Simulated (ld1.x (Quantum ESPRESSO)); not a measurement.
# W: one change to a PAW potential, before and after

```
Element                 : W
Generator               : ld1.x (Quantum ESPRESSO) 7.5
Type                    : PAW
Functional              : PBE
Relativity              : scalar-relativistic
Frozen core             : [Kr] 4d10
Valence charge          : 28
Reference configuration : 4f14 5s2 5p6 5d4 6s2 6p0
Partial waves           : 5s (bound): rcut 1.35, rcutus 1.45 bohr; 6s (bound): rcut 1.35, rcutus 1.45 bohr; 5p (bound): rcut 1.65, rcutus 1.70 bohr; 6p (bound, empty): rcut 1.65, rcutus 1.70 bohr; 5d (bound): rcut 1.75, rcutus 2.40 bohr; 5d channel at 1.15 Ry: rcut 1.75, rcutus 2.40 bohr; 4f (bound): rcut 0.65, rcutus 0.85 bohr; 4f channel at 0.75 Ry: rcut 0.65, rcutus 0.85 bohr
Local potential         : all-electron potential smoothed inside 2.25 bohr (lloc = -1)
Core correction         : Bessel-smoothed model core, default radius (core density twice the valence density)
Augmentation charge     : PSQ, inside the norm-conserving radii
```

Change: all radii but the core radius scaled by about 1.38 (s 2.00, p 2.34, d 3.32, f 1.18 bohr, rcut 1.86/2.28/2.42/0.90); local potential all-electron potential smoothed inside 3.10 bohr (lloc = -1).

Cutoffs: the cutoffs (Ry, on a coarse ladder) from which the occupation-weighted sum of valence levels, in a spherical-Bessel basis at the reference potential, stays within 10 and 1 mRy of its value at 400 Ry; they do not see the model core or the augmentation charge, which bear on the density cutoff. Errors are all-electron minus pseudo energies relative to the spin-unpolarised reference configuration.

Question: What does the change do?

Answer: The number of tests that count goes from 7 to 0 (the test run of the changed file stopped, so its transferability is not established); neither file shows a bound ghost at the reference potential, the only one tested.

```tsv
quantity	base	changed
cutoff, loose	300 Ry	140 Ry
cutoff, tight	over 300 Ry	230 Ry
loose cutoff by channel (10 mRy a level)	s 21 Ry, p 25 Ry, d 15 Ry, f 180 Ry	s 21 Ry, p 12 Ry, d 8 Ry, f 90 Ry
bound ghosts	none	none
tests counted (converged, no solver errors)	7 of 7	0 of 7 (the test run stopped)
lowest overlap eigenvalue by channel	s 0.38, p 0.25, d 0.39, f 1.00	s 0.13, p 0.08, d 0.88, f 0.23
```

Changed file: Tests not counted: 4f14 5s2 5p6 5d4 6s1 6p0 (solver errors, printed error -9213 eV); 4f14 5s2 5p6 5d4 6s0 6p0 (solver errors, printed error -9013 eV).
